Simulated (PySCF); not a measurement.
Compound: C2H9NOSi2.
Z-matrix (Å and degrees, PBE0-D3(BJ)/def2-SVP geometry), rows numbered from 1:
```
N 
C   1  1.3573
O   2  1.2178  1  122.38
C   2  1.5121  1  116.34  3   179.08
Si  4  1.9013  2  107.72  1   163.31
Si  4  1.8965  2  111.36  1   -74.03
H   1  1.0090  2  122.40  3  -178.11
H   1  1.0116  2  118.31  3    -0.01
H   4  1.1052  2  111.27  1    43.89
H   5  1.4897  4  110.97  2   -51.25
H   5  1.4985  4  106.94  2  -169.42
H   5  1.4901  4  111.21  2    73.16
H   6  1.4933  4  109.70  2  -172.03
H   6  1.4976  4  110.07  2    68.62
H   6  1.4915  4  109.82  2   -51.27
```

The closed-shell ground state was solved at several levels (PySCF, density fitting, gas phase, non-relativistic).

```
             level  basis functions  HOMO (eV)  LUMO (eV)  gap (eV)  dipole (D)
     PBE0/pcSseg-1              161      -7.64       0.21      7.85        3.83
CAM-B3LYP/pcSseg-2              356      -9.13       0.63      9.76        3.86
```

Task: Estimate the row for CAM-B3LYP/def2-SVPD, a basis of 203 functions; the other rows only guide the guess.

Result: HOMO -9.17 eV, LUMO 0.75 eV, gap 9.92 eV, dipole 3.89 D.

Task: Over all these levels, which gives the widest orbital gap and which the narrowest?

Result: CAM-B3LYP/def2-SVPD (range-separated hybrid) has the widest, 9.92 eV, and PBE0/pcSseg-1 (global hybrid, 25 % exact exchange) the narrowest, 7.85 eV. Functional and basis both differ between the two, so the spread mixes both effects.

Task: How far do the dipole and the HOMO energy spread over the levels?

Result: The dipole runs from 3.83 to 3.89 D (mean 3.86 D) and the HOMO from -9.17 to -7.64 eV.

One conformer stands for the species.
